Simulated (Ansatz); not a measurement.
Geometry optimisation, RKS LDA/def2-SVP in Ansatz 0.2.0.

Input:

```yaml
crystal:
  periodic: [false, false, false]
  atoms:
    - { symbol: W, position_ang: [0.0, 0.0, 0.0] }
    - { symbol: Cl, position_ang: [0.0, 0.0, 2.39] }
    - { symbol: H, position_ang: [1.72, 0.0, 0.0] }
    - { symbol: Cl, position_ang: [0.0, 2.39, 0.0] }
    - { symbol: H, position_ang: [-1.72, 0.0, 0.0] }
    - { symbol: Cl, position_ang: [0.0, -2.39, 0.0] }
    - { symbol: H, position_ang: [0.0, 0.0, -1.72] }
basis:
  gaussian: { orbitals: def2-SVP }
hamiltonian:
  xc: lda
relax:
  f_tol: 0.02
  max_steps: 40
```

Run as:

```bash
$ ansatz run input.yaml --threads 2 --pin off --max-ram 3072MiB --backend cpu --events-out ev --progress --plain --runs-dir out
```

Q: Where does it end, and by what steps?

A: It converged. After 7 steps the energy has fallen by 3.473 eV; H3 moved furthest, 0.74 Å.

| step | energy less start (eV) | largest force component (eV/Å) | accepted |
| --- | --- | --- | --- |
| 0 | 0.0000 | 6.517 | yes |
| 1 | -1.7083 | 1.364 | yes |
| 2 | -2.5745 | 1.452 | yes |
| 3 | -3.1714 | 1.105 | yes |
| 4 | -3.4417 | 0.401 | yes |
| 5 | -3.4718 | 0.126 | yes |
| 6 | -3.4724 | 0.108 | yes |
| 7 | -3.4727 | 0.004 | yes |

```xyz
7
Properties=species:S:1:pos:R:3
W 0.000 0.000 0.385
Cl 0.000 0.000 2.702
H 1.340 0.000 -0.634
Cl 0.000 2.217 0.099
H -1.340 0.000 -0.634
Cl 0.000 -2.217 0.099
H 0.000 0.000 -1.346
```

Whether the end is a true minimum wasn't checked by a vibrational analysis.

Run time: 33 s on 2 threads of AMD EPYC (Zen 3) (shared host), peak memory 0.22 GiB.
